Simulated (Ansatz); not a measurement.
A made-up structure of BH3O3, singlet:

O1  (-1.110, 0.803, 0.322)
B2  (-0.012, -0.007, 0.229)
O3  (0.501, -0.469, 1.400)
O4  (0.601, -0.381, -0.945)
H5  (-1.457, 1.119, -0.511)
H6  (-1.491, 0.875, 1.211)
H7  (0.210, -0.036, -1.748)
(Å)

It is relaxed with PBE-D4/def2-SVP and then PBE0-D4/def2-TZVP (Ansatz 0.2.0). Atoms count as bonded within 1.22 times the sum of their covalent radii (H–H: 0.88 Å). The end point is not checked to be a true minimum.

Does its bonding change? (Judge from chemistry; the calculation decides.)

The calculation gives: Yes. Formed: none; broken: O1–B2.

Where it ends: The first stage lowers the energy by 2.08 eV in 24 steps. It ends as a complex of BHO₂ ([O][B][OH]) + H₂O:
```xyz
7
angstrom
O -1.4609 1.3914 -0.4524
B 0.8643 -1.0027 0.4227
O 1.1289 -1.6870 1.3916
O 0.6059 -0.2792 -0.6398
H -2.3395 1.0166 -0.3498
H -1.4006 2.1197 0.1711
H -0.1558 0.3441 -0.5870
```

Labels in which every atom is bracketed show which atoms are joined, not bond orders.

For scale, one of the runs: PBE0-D4/def2-TZVP relaxation, 142 basis functions, launched by `ansatz run in.yaml --threads 2 --pin off --events-out ev --progress --plain --max-ram 4352MiB`. Hardware: 2 CPU threads of an Intel Xeon Platinum 8259CL, shared host. Wall time about 28 s.
